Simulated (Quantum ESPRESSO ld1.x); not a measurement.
Results of a calculation; reference values are marked as such.
Species: Yb0.2+. Configuration: [Kr] 4d10 4f14 5s2 5p(up 3, down 2.8) 6s2 (fractional occupations, a model configuration). Code: ld1.x of Quantum ESPRESSO 7.5. Model: scalar-relativistic Kohn-Sham, LDA (Slater exchange, Perdew-Wang correlation), spin-polarised, spherical densities, point nucleus.

Unscreened Slater integrals over Kohn-Sham orbitals (eV). They are taken over the spin-up orbitals.

integral,value
"F0(6s,6s)",6.6120
"F0(6s,4f)",8.6683
"G3(6s,4f)",0.29117
"F0(6s,5p)",8.3195
"G1(6s,5p)",0.61284
"F0(6s,5s)",8.4479
"G0(6s,5s)",0.30315
"F0(4f,4f)",33.055
"F2(4f,4f)",15.222
"F4(4f,4f)",9.4636
"F6(4f,4f)",6.7849
"F0(4f,5p)",20.412
"F2(4f,5p)",6.8121
"G2(4f,5p)",3.6782
"G4(4f,5p)",2.7781
"F0(4f,5s)",23.431
"G3(4f,5s)",4.3793
"F0(5p,5p)",16.984
"F2(5p,5p)",9.0685
"F0(5p,5s)",18.395
"G1(5p,5s)",12.116
"F0(5s,5s)",20.310

Derived for the open shells (J is the average intra-shell exchange parameter used in DFT+U). 5p: J = F2/5 = 1.814 eV.
